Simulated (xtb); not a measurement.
C5H7F, SMILES C#CC(C)(C)F. All values are semi-empirical tight-binding results from xtb (GFN2-xTB unless named), good for trends rather than for accurate numbers. Coordinates come from a GFN2-xTB optimisation.

- point group as xtb finds it: Cs
- orbital gap: 6.66 eV
- dipole moment: 2.46 D
- zero-point energy: 64.2 kcal/mol
- G − E(el) at 298.15 K (modified RRHO): 45.0 kcal/mol
- static polarisability (D4 model): 58.4 bohr³
- solvation energy, GFN2-xTB/ALPB(water): -3.2 kcal/mol
- solvation energy, GFN2-xTB/ALPB(dmso): -6.0 kcal/mol

Computed IR lines (harmonic; lines under 4 % of the strongest left out, lines within 3 cm⁻¹ merged):
ν (cm⁻¹): 358 (w), 506 (w), 669 (m), 681 (w), 738 (w), 879 (s), 964 (w), 1151 (vs), 1185 (s), 1239 (s), 1388 (w), 1401 (w), 1489 (w), 3043 (s), 3047 (m), 3056 (s), 3393 (w) (against the strongest line: vs over 80 %, s over 45 %, m over 15 %, w over 4 %, vw less)
